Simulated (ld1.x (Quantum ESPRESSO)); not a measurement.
# An all-electron radial function and its pseudo partner (oxygen)

Columns: radius, all-electron u(r) and pseudo u(r) of the 2p shell (level -8.97 eV) of oxygen in the configuration [He] 2s2 2p4; PBEsol, scalar-relativistic, PAW scheme, ld1.x (Quantum ESPRESSO) 7.5.

| r (bohr) | all-electron | pseudo |
| --- | --- | --- |
| 0.113 | 0.1256 | 0.0102 |
| 0.225 | 0.3377 | 0.0399 |
| 0.338 | 0.5312 | 0.0872 |
| 0.450 | 0.6752 | 0.1478 |
| 0.563 | 0.7713 | 0.2185 |
| 0.675 | 0.8242 | 0.2928 |
| 0.788 | 0.8442 | 0.3672 |
| 0.900 | 0.8399 | 0.4353 |
| 1.013 | 0.8187 | 0.4942 |
| 1.125 | 0.7868 | 0.5399 |
| 1.238 | 0.7479 | 0.5712 |
| 1.350 | 0.7056 | 0.5869 |
| 1.463 | 0.6614 | 0.5880 |
| 1.575 | 0.6173 | 0.5761 |
| 1.688 | 0.5737 | 0.5535 |
| 1.800 | 0.5320 | 0.5238 |
| 1.913 | 0.4917 | 0.4893 |
| 2.025 | 0.4540 | 0.4536 |
| 2.138 | 0.4181 | 0.4181 |
| 2.250 | 0.3848 | 0.3848 |
| 2.363 | 0.3536 | 0.3536 |
| 2.475 | 0.3248 | 0.3248 |
| 2.588 | 0.2979 | 0.2979 |
| 2.700 | 0.2733 | 0.2733 |
| 2.813 | 0.2504 | 0.2504 |
| 2.925 | 0.2295 | 0.2295 |

**Question.** How many radial nodes do the two functions have?

**Answer.** The all-electron 2p function has n − l − 1 = 0; the pseudo-wave has 0.

**Question.** At about which radius was the pseudo-wave matched?

**Answer.** 2.25 bohr. The columns agree to 0.0005 from 2.02 bohr on; several derivatives are matched, so the curves merge somewhat inside the radius.

**Question.** Where does each function peak?

**Answer.** Outermost all-electron maximum near 0.79 bohr, pseudo maximum near 1.46 bohr (to the table’s step).

**Question.** Is the pseudo-wave norm-conserving?

**Answer.** No, it belongs to a PAW set: the norm inside the radius is not constrained, and the difference is carried by the augmentation charge.
